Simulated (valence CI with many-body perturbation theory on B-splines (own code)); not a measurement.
**Energy levels of Rh¹⁴⁺**

Computed by relativistic CI+MBPT: three valence electrons over a frozen Dirac-Fock core [Ar] 3d10, radial functions for each j: 11 s, 11 p, 9 d, 7 f, 5 g, 2 h, 1 i, with the one-electron correlation potential Σ1 (screened to all orders), the two-electron term Σ2, the three-electron term Σ3, Breit, model QED; selected single and double excitations, second order for the rest (own B-spline code, finite nucleus).

No measured levels were compared; by estimate levels hold to about 250 cm⁻¹ or 0.2 % of their energy and the worst to 1 %, as in measured heavy ions of charge 2 to 7; those with d or f electrons hold less well.

Levels 46 to 67 of 67, with energies above the lowest level, 4s2.4p 2P°_1/2. "Leading %" is the weight of the configuration and term that name the level; weights of strongly mixed levels are sums over their largest components and can fall short. In the jj column 3d3/2^4 stands for four electrons in 3d with j = 3/2. Lifetimes count E1, E2, E3, M1 and M2 decay at the calculated energies, and are blank where another channel may lead or the interval is too uncertain; long ones can be off by a factor of two.

```tsv
No.	Configuration	Term	J	E (cm⁻¹)	Leading %	Leading jj	g	Lifetime
46	4p2.4d	2F	7/2	1072400	43	4p1/2 4p3/2 4d3/2 (71 %)	1.134	72.0 ps
47	4p2.4d	2P	3/2	1075700	42	4p1/2 4p3/2 4d3/2 (82 %)	1.098	26.9 ps
48	4p2.4d	4F	7/2	1076400	48	4p1/2 4p3/2 4d5/2 (94 %)	1.282	52.0 ps
49	4s2.5s	2S	1/2	1077300	97	4s^2 5s (97 %)	2.000	3.78 ps
50	4p2.4d	4D	1/2	1077600	84	4p1/2 4p3/2 4d3/2 (96 %)	0.108	32.1 ps
51	4p2.4d	4F	9/2	1085900	61	4p1/2 4p3/2 4d5/2 (86 %)	1.250	61.0 ps
52	4p2.4d	4D	5/2	1093800	59	4p1/2 4p3/2 4d5/2 (62 %)	1.263	27.5 ps
53	4p2.4d	4D	3/2	1094700	44	4p1/2 4p3/2 4d5/2 (76 %)	1.240	21.2 ps
54	4p2.4d	2G	7/2	1106200	62	4p1/2 4p3/2 4d5/2 (40 %)	1.002	50.8 ps
55	4p2.4d	2P	1/2	1121100	65	4p3/2^2 4d5/2 (45 %)	0.997	14.0 ps
56	4p2.4d	4D	7/2	1122400	53	4p3/2^2 4d5/2 (90 %)	1.287	46.2 ps
57	4p2.4d	4P	5/2	1123100	55	4p1/2 4p3/2 4d5/2 (69 %)	1.424	7.20 ps
58	4p2.4d	4P	3/2	1127100	45	4p1/2 4p3/2 4d3/2 (71 %)	1.330	7.30 ps
59	4p2.4d	2G	9/2	1128100	54	4p3/2^2 4d5/2 (83 %)	1.194	69.0 ps
60	4p2.4d	4P	1/2	1139800	62	4p1/2 4p3/2 4d3/2 (50 %)	1.950	6.83 ps
61	4p2.4d	2D	5/2	1142300	47	4p1/2 4p3/2 4d3/2 (31 %)	1.178	8.15 ps
62	4p2.4d	2D	3/2	1151600	62	4p1/2 4p3/2 4d5/2 (43 %)	1.032	13.4 ps
63	4p2.4d	2D	3/2	1153400	65	4p3/2^2 4d3/2 (56 %)	1.010	9.07 ps
64	4p2.4d	2F	5/2	1160300	42	4p3/2^2 4d3/2 (44 %)	1.080	6.43 ps
65	4p2.4d	2P	1/2	1161800	65	4p1/2 4p3/2 4d5/2 (75 %)	1.004	10.6 ps
66	4p2.4d	2F	7/2	1172400	68	4p3/2^2 4d3/2 (46 %)	1.133	6.64 ps
67	4p2.4d	2S	1/2	1186000	59	4p3/2^2 4d3/2 (43 %)	1.940	8.76 ps
```

Names give the largest LS component (configuration and term), which can be under half, so a name can repeat, a term be missing and a line seem to break the LS rules; names also repeat where a configuration has a term twice.

Where two levels of one J and parity lie close, their mixing, g and order are uncertain.
